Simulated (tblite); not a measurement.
Species: C₉H₁₄.
Geometry (GFN2-xTB, Å), atoms numbered from 1 in this order:
```
atom  x, y, z in Å
C1     2.485    0.451   -0.902
C2     1.917    0.125    0.480
C3     0.414    0.206    0.467
C4    -0.404   -0.811    0.163
C5     0.020   -2.209   -0.159
C6    -1.899   -0.597    0.208
C7    -2.283    0.808   -0.246
C8    -1.414    1.821    0.436
C9    -0.160    1.516    0.756
H10    2.179    1.449   -1.209
H11    2.117   -0.260   -1.638
H12    3.572    0.409   -0.890
H13    2.306    0.844    1.205
H14    2.254   -0.866    0.788
H15   -0.478   -2.909    0.513
H16    1.093   -2.350   -0.077
H17   -0.279   -2.463   -1.177
H18   -2.235   -0.747    1.242
H19   -2.402   -1.340   -0.412
H20   -3.337    0.997   -0.038
H21   -2.140    0.900   -1.330
H22   -1.821    2.805    0.610
H23    0.488    2.247    1.219
```

Calculated harmonic vibrations of the isolated species, GFN2-xTB (tblite), most abundant isotopes, no scaling. Against measured fundamentals such values can be off by several per cent, at times by over 20. One conformer, not necessarily the lowest.

Harmonic wavenumbers (cm⁻¹): 43.9, 87.1, 110.1, 138.0, 197.8, 207.2, 337.8, 365.4, 371.5, 392.2, 463.9, 495.8, 587.3, 679.2, 742.2, 779.1, 818.4, 854.8, 907.4, 934.9, 978.8, 995.4, 1011.2, 1042.9, 1053.6, 1081.4, 1091.1, 1136.5, 1161.8, 1177.6, 1198.2, 1220.6, 1243.6, 1256.7, 1320.6, 1331.5, 1347.5, 1368.0, 1402.0, 1408.5, 1466.9, 1473.7, 1479.8, 1484.7, 1499.9, 1505.9, 1510.7, 1661.2, 1711.7, 2901.2, 2911.1, 2967.2, 2979.1, 2983.5, 2985.3, 2986.6, 3001.3, 3025.8, 3031.1, 3037.9, 3062.9, 3066.5, 3079.8.

A = 2280, B = 1422, C = 994.9 MHz; mass 122.110 u (most abundant isotopes); point group C1, symmetry number 1.

What is the zero-point energy?

Half the sum of the wavenumbers: 44578 cm⁻¹ = 127.45 kcal/mol.

Give the ideal-gas entropy at 273.15 K and 1 bar in the rigid-rotor, harmonic-oscillator model (classical rotation).

Translation 39.90, rotation 28.73, vibration 25.35: S = 94.0 cal/(mol K).

And Cp and H(273.15 K) − H(0)?

Cp = 35.88 cal/(mol K), of which vibrations give 27.93 (their classical limit is 63 R = 125.2); H(273.15 K) − H(0) = 5.89 kcal/mol without the zero-point energy, 3.72 from vibrations.

Which modes carry the vibrational entropy at 273.15 K?

43.9 cm⁻¹: 4.90; 87.1 cm⁻¹: 3.55; 110.1 cm⁻¹: 3.10; 138.0 cm⁻¹: 2.66; 197.8 cm⁻¹: 1.99; 207.2 cm⁻¹: 1.91 cal/(mol K); the other 57 give 7.23 together.

What must be added to the electronic energy to get the Gibbs energy at 273.15 K and 1 bar?

ZPE + [H(273.15 K) − H(0)] − T·S = 127.45 + 5.89 − 25.67 = 107.67 kcal/mol.

Blend soft modes into free rotors: weight 1/[1 + (100 cm⁻¹/ν̃)⁴] for the oscillator and the rest for a rotor with moment μB/(μ + B), μ = h/(8π²ν), B = 10⁻⁴⁴ kg m². What vibrational entropy results?

23.48 cal/(mol K) in place of 25.35, which changes −T·S at 273.15 K by +0.51 kcal/mol.

Hindered rotation and anharmonicity are outside this model. Other conformers, if any are populated, would add a mixing term that is left out. The structure is chiral; the term R ln 2 for an equal mix with its mirror image is left out.
